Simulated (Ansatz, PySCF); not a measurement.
GeHI3, SMILES [GeH]([I])([I])[I]. Atoms are numbered in the order given.

```xyz
5

Ge     0.0000     0.0000     0.6558
I     -2.0764    -1.1989    -0.1617
I      0.0000     2.3977    -0.1617
I      2.0764    -1.1989    -0.1617
H      0.0000     0.0000     2.1943
```
Charge 0, spin multiplicity 1.

Coordinates come from a B3LYP-D3(BJ)/def2-SVP optimisation. The def2 effective core potentials stand for the cores of I; spin–orbit coupling is left out.

Two levels are set side by side: PBE-D3(BJ)/def2-SVP (Ansatz, an electronic-structure program) and B3LYP-D3(BJ)/def2-SVP (Ansatz). Each level has its own optimised geometry; the coordinates shown are those of the second. Frequencies come from the Hessian of PySCF at each geometry. Differences are taken from unrounded values.

```json
[
 {"quantity": "mean bond length (Å)", "B3LYP-D3(BJ)": "2.285", "PBE-D3(BJ)": "2.288", "PBE-D3(BJ) minus B3LYP-D3(BJ)": "0.003"},
 {"quantity": "bond Ge1–I2 (Å)", "B3LYP-D3(BJ)": "2.533", "PBE-D3(BJ)": "2.533", "PBE-D3(BJ) minus B3LYP-D3(BJ)": "0.000"},
 {"quantity": "bond Ge1–I3 (Å)", "B3LYP-D3(BJ)": "2.533", "PBE-D3(BJ)": "2.533", "PBE-D3(BJ) minus B3LYP-D3(BJ)": "0.000"},
 {"quantity": "bond Ge1–I4 (Å)", "B3LYP-D3(BJ)": "2.533", "PBE-D3(BJ)": "2.533", "PBE-D3(BJ) minus B3LYP-D3(BJ)": "0.000"},
 {"quantity": "bond Ge1–H5 (Å)", "B3LYP-D3(BJ)": "1.539", "PBE-D3(BJ)": "1.550", "PBE-D3(BJ) minus B3LYP-D3(BJ)": "0.011"},
 {"quantity": "highest harmonic wavenumber (cm⁻¹)", "B3LYP-D3(BJ)": "2131", "PBE-D3(BJ)": "2072", "PBE-D3(BJ) minus B3LYP-D3(BJ)": "-59"},
 {"quantity": "mean harmonic wavenumber (cm⁻¹)", "B3LYP-D3(BJ)": "488", "PBE-D3(BJ)": "474", "PBE-D3(BJ) minus B3LYP-D3(BJ)": "-15"},
 {"quantity": "zero-point energy (kcal/mol)", "B3LYP-D3(BJ)": "6.28", "PBE-D3(BJ)": "6.09", "PBE-D3(BJ) minus B3LYP-D3(BJ)": "-0.19"}
]
```
